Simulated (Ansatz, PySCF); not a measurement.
Molecule: CH₂NO, net charge 1, singlet state. It need not be the lowest isomer of its formula. 
Coordinates optimised at B3LYP-D3(BJ)/def2-TZVP (Ansatz, a program for electronic structure):
```xyz
5

N     -1.0662     0.2609     0.2152
C      0.1427    -0.0349    -0.0288
O      1.2156    -0.2974    -0.2454
H     -1.6361    -0.3425     0.8095
H     -1.4816     1.1053    -0.1801
```
Charge +1, spin multiplicity 1.

Total electronic energies in hartree. Correlated levels leave the core frozen unless marked. Spin-orbit coupling is left out. No relativistic terms. Basis-set limits of correlation are two-point, X^-3; Hartree-Fock from the larger set.

```csv
level,program,energy (Eh)
BP86/def2-TZVPD,PySCF,-169.04645
PBE0/STO-3G,Ansatz,___
PW6B95/def2-TZVPD,PySCF,___
CAM-B3LYP/def2-TZVPD,Ansatz,-168.97213
LC-wPBE-D4/def2-TZVPD,Ansatz + dftd4,-168.93246
wB97X-V/def2-TZVPD,Ansatz,___
B2PLYP/def2-TZVPD,Ansatz,-168.92328
SCS-MP2/aug-cc-pVTZ,Ansatz,-168.69172
"CCSD(T)/CBS(cc-pVTZ,cc-pVQZ)",Ansatz,-168.7982
```

Problem. What belongs in the gaps?

Solution. 
- PBE0/STO-3G, energy (Eh): -166.57724
- PW6B95/def2-TZVPD, energy (Eh): -169.23935
- wB97X-V/def2-TZVPD, energy (Eh): -168.98499
